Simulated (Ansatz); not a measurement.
silanone (H$_{2}$OSi), singlet, geometry from GFN2-xTB. Base run: Ansatz (a quantum-chemistry and plane-wave program) with CAM-B3LYP/def2-SVP.

Here is a job for Ansatz.
Ansatz 0.2 input:
```yaml
crystal:
  periodic: [false, false, false]
  atoms:
    - {symbol: Si, position_ang: [0.06685327, -0.42675674, 0.00274181]}
    - {symbol: O, position_ang: [-0.16591088, 1.05908930, -0.00680439]}
    - {symbol: H, position_ang: [-0.98465592, -1.43401683, -0.00031696]}
    - {symbol: H, position_ang: [1.37599714, -1.06410322, 0.01636676]}
basis:
  gaussian:
    orbitals: def2-SVP
hamiltonian:
  xc: cam_b3lyp
```

Variants of this job, named by their change:

| change | E (Eh) |
|---|---|
| base | -365.71710 |
| functional = SVWN5 | -364.02857 |
| functional = wB97X-V | -365.66131 |
| functional = b3lyp5 | -365.67001 |
| functional = wB97X | [?] |
| functional = b3lyp | -365.76071 |
| functional = PBE0-DH | -365.49740 |
| functional = lc_wpbe | [?] |
| functional = BHLYP | -365.69735 |
| functional = wB97M-V | [?] |
| functional = blyp | -365.72879 |
| functional = pbe | [?] |
| functional = PBE-QIDH | -365.40861 |

### Question
What belongs in the gaps?

### Answer

- functional = wB97X, E (Eh): -365.70795
- functional = lc_wpbe, E (Eh): -365.59422
- functional = wB97M-V, E (Eh): -365.69084
- functional = pbe, E (Eh): -365.50800

Total energies compare only within one method and basis.
